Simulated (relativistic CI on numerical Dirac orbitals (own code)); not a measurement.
**Mn³⁺ in a cubic cluster: 1s photoemission with charge transfer**

Computed with a charge-transfer multiplet model of a cubic metal-ligand cluster with up to 2 ligand holes, Slater and spin-orbit integrals from Dirac-Coulomb-Breit ions, Slater integrals scaled by 0.8. The parameters are those of a tetrahedral site (10Dq negative, t2 hopping the larger). The ground state mixes d4 with configurations of k ligand holes L, whose averages lie at kΔ + k(k − 1)U_dd/2; a core hole lowers each added d electron by U_cd. 20 K, Lorentzian 1.1 eV and Gaussian 0.6 eV FWHM.

Atomic integrals in eV (Slater integrals scaled, ζ unscaled), ground: F2dd 9.084, F4dd 5.682, zeta_d 0.043; with the core hole: F2dd 10.434, F4dd 6.559, zeta_d 0.065, G2cd 0.055.

Cluster parameters (eV): Δ = 3.4, U_cd = 7.7, 10Dq = -0.45, 10Dq(ligand) = 0, V(eg) = 1.6, V(t2g) = -2.72, final-state hopping factor = 1.

```
         Case   n_d    d4   d5L  d6L2     S
U_dd = 4.6 eV  4.60  0.48  0.45  0.07  2.00
U_dd = 6.7 eV  4.56  0.50  0.45  0.06  2.00
U_dd = 7.4 eV  4.55  0.50  0.44  0.05  2.00
```

Weights, n_d and S are thermal averages at 20 K. Binding energies count from the first peak over 30 % of the highest in each spectrum, which can be another peak from case to case. The parameters are a model scan and need not match a compound or its usual spin state. Peaks in eV (height, largest 100):
- U_dd = 4.6 eV: 0.0 (100), 4.5 (6), 11.3 (20)
- U_dd = 6.7 eV: 0.0 (100), 4.4 (7), 11.8 (18)
- U_dd = 7.4 eV: 0.0 (100), 4.4 (7), 11.9 (18)

For the case U_dd = 6.7 eV, Δ = 3.4 eV is smaller than U_dd = 6.7 eV, the charge-transfer side of the Zaanen-Sawatzky-Allen scheme. With the core hole the average of the configuration with one ligand hole lies at Δ − U_cd = -4.3 eV before mixing: the effective hopping of about 5.6 eV (from the holes of the mixed ground state) is comparable with this gap or larger, so the configurations mix strongly.

With at most 2 ligand holes the space is cut while the next configuration still counts, so covalency is underestimated, and a final configuration with one more ligand hole, which can lie low, is missing from the spectra.
